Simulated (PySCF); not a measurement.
Excitations are Tamm–Dancoff values on a coarser integration grid. The basis has no diffuse functions, so Rydberg states are missing or too high.

Z-matrix (Å, degrees):
```
B
H 1 1.1811
H 1 1.1811 2 124.54
Br 1 1.9003 2 117.72 3 -179.99
```
Charge 0, spin multiplicity 1.

Problem. What is the computed brightest of the four lowest singlets (TDA), T1 excitation (TDA) and S1–T1 gap (TDA) (PBE-D3(BJ)/def2-TZVP // M06-2X/def2-TZVP in PySCF 2.14.0)?

Solution. 
The brightest of the four lowest singlets (TDA) is 6.20 eV and the T1 excitation (TDA) is 3.76 eV. The S1–T1 gap (TDA) is 0.31 eV.
